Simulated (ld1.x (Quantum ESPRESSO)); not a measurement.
## What one change does to a pseudopotential (S (Z = 16), TM)

ld1.x (Quantum ESPRESSO) 7.5 input, shortened:

```
&input
   title='S', zed=16., rel=1, dft='WC', iswitch=3,
   config='[Ne] 3s2 3p3.5 3d-2'
 /
 &inputp
   pseudotype=2, tm=.true., lloc=-1, rcloc=1.70,
   nlcc=.true., new_core_ps=.true., rcore=0.70
 /
3
3S  1  0   2.00   0.00  1.10  1.10  0.0
3P  2  1   3.50   0.00  1.70  1.70  0.0
3D  3  2  -2.00   0.50  1.85  1.85  0.0
 &test
   configts(1)='3s2 3p3.5'
 /
```

Change: wave 3p (bound): rc 1.70 bohr becomes 3p (bound): rc 1.92 bohr.

Cutoffs: the cutoffs (Ry, on a coarse ladder) from which the occupation-weighted sum of valence levels, in a spherical-Bessel basis at the reference potential, stays within 10 and 1 mRy of its value at 400 Ry; they do not see the model core or the augmentation charge, which bear on the density cutoff. Errors are all-electron minus pseudo energies relative to the spin-unpolarised reference configuration.

Problem. Predict the effect on cutoff, ghosts and configuration errors.

Solution. The potential gets neither clearly harder nor softer (60 Ry and 140 Ry → 60 Ry and 140 Ry); of the 7 tests that both files solve, the error grows in 0 and shrinks in 2 by more than 15 % and 0.3 meV (median size 11.5 → 6.7 meV); neither file shows a bound ghost.

```csv
quantity,base,changed
"cutoff, loose",60 Ry,60 Ry
"cutoff, tight",140 Ry,140 Ry
bound ghosts,none,none
"error for 3s2 3p4, meV [ΔE -4.65 eV]",+1.2,+1.3
"error for 3s2 3p3, meV [ΔE 7.10 eV]",+1.0,+1.0
"error for 3s2 3p2, meV [ΔE 29.37 eV]",+20,+19
"error for 3s2 3p1, meV [ΔE 63.42 eV]",+85,+78
"error for 3s0 3p6, meV [ΔE 16.05 eV]",-12,-6.7
"error for 3s1 3p5, meV [ΔE 5.64 eV]",-2.6,-1.5
"error for 3s2 3p0, meV [ΔE 110.26 eV]",+230,+204
```
